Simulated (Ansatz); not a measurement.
Consider the isomerisation: `BC(C)CC` → `CBC(C)C`.

Gas-phase electronic energies from Ansatz, PBE0-D4/def2-TZVP geometries. CCSD(T)/CBS is the MP2 limit (def2-TZVPP, def2-QZVPP) plus CCSD(T) − MP2 in def2-TZVPP, frozen cores. DFT in def2-TZVPP. B3LYP here is the variant with VWN-RPA as its local correlation; programs differ in this. HSE06 is defined as in plane-wave codes. One conformer a species, not always the lowest.

`BC(C)CC`:

```xyz
16

B    -1.622    0.402    0.012
C    -0.100    0.495    0.312
C     0.257    1.839   -0.364
C     0.754   -0.640   -0.238
C     0.452   -1.974    0.423
H    -2.010   -0.167   -0.972
H    -2.421    0.983    0.690
H     0.094    0.612    1.385
H     1.325    2.039   -0.240
H    -0.292    2.680    0.066
H     0.055    1.815   -1.439
H     0.586   -0.720   -1.318
H     1.817   -0.399   -0.110
H     0.619   -1.925    1.503
H    -0.592   -2.265    0.264
H     1.080   -2.774    0.026
```

`CBC(C)C`:

```xyz
16

C     0.079   -0.462   -2.132
B     0.503    0.442   -0.936
C    -0.152    0.442    0.486
C    -1.134   -0.684    0.786
C     0.882    0.598    1.604
H     0.938   -0.783   -2.730
H    -0.534   -1.329   -1.879
H    -0.511    0.172   -2.811
H     1.361    1.267   -1.132
H    -0.722    1.392    0.456
H    -1.923   -0.750    0.034
H    -1.615   -0.547    1.760
H    -0.623   -1.652    0.811
H     1.549    1.444    1.420
H     0.399    0.749    2.574
H     1.503   -0.299    1.689
```

Question: Is it downhill or uphill in electronic energy at CCSD(T)/CBS, and by how much? (Best estimate.)

Answer: The calculation gave: Downhill: ΔE = -49.8 kJ/mol.

Question: What do these levels give: LDA (SPW92), revPBE-D4, r2SCANh-D4, HSE06-D4, BHLYP-D4, PBE, revPBE, B3LYP, CAM-B3LYP, MP2/def2-SVP, CCSD/def2-SVP, MP2/CBS(def2)? (Best estimate.)

Answer: The calculation gave: LDA (SPW92) -57.7, revPBE-D4 -52.7, r2SCANh-D4 -55.4, HSE06-D4 -54.5, BHLYP-D4 -51.7, PBE -56.5, revPBE -56.3, B3LYP -54.6, CAM-B3LYP -53.7, MP2/def2-SVP -46.8, CCSD/def2-SVP -46.5, MP2/CBS(def2) -49.4 kJ/mol.

Largest T1 diagnostic among the species: 0.009.

Leaving LDA and LC-ωPBE aside and taking each functional with its dispersion term where it has one, the values, not all of them listed here, spread over 8.0 kJ/mol, from B97M-V to ωB97X-V. At CCSD(T), def2-SVP lies +3.8 kJ/mol from the extrapolated value and def2-TZVPP +1.1 kJ/mol. From BLYP to BHLYP (50 % exact exchange), in def2-TZVPP and without D4, ΔE moves by +3.2 kJ/mol.
